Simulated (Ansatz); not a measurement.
`CC(C)C#N` + `C[NH][GeH3]` → `C[N](C)[GeH3]` + `CCC#N`  (substitution at a C–C bond)

Calculated with Ansatz (gas phase, PBE0-D4/def2-TZVP geometries, no zero-point term in ΔE). CBS: MP2 limit from def2 TZ/QZ plus the TZ coupled-cluster correction, frozen cores. Functionals use def2-TZVPP. For Ge outer-core shells are correlated without core-valence functions, which leaves a few kJ/mol of doubt a bond. Scalar relativity is left out up to krypton.

(1) Is it downhill or uphill in electronic energy at CCSD(T)/CBS, and by how much? (Best estimate.)

(2) What do these levels give: PBE0-D4, r2SCANh-D4, ωB97X-V, RPA@PBE/def2-TZVPP, MP2/def2-TZVPP, MP2/CBS(def2)? (Best estimate.)

Largest T1 diagnostic among the species: 0.012.

Answers

(1) Computed: Uphill: ΔE = +0.32 eV.

(2) Ansatz gave: PBE0-D4 0.29, r2SCANh-D4 0.30, ωB97X-V 0.30, RPA@PBE/def2-TZVPP 0.30, MP2/def2-TZVPP 0.32, MP2/CBS(def2) 0.33 eV.

Leaving LDA and LC-ωPBE aside and taking each functional with its dispersion term where it has one, the values, not all of them listed here, spread over 0.07 eV, from BLYP-D4 to PBE-QIDH. From BLYP to BHLYP (50 % exact exchange), in def2-TZVPP and without D4, ΔE moves by +0.03 eV. At CCSD(T), def2-SVP lies −0.05 eV from the extrapolated value and def2-TZVPP −0.01 eV.
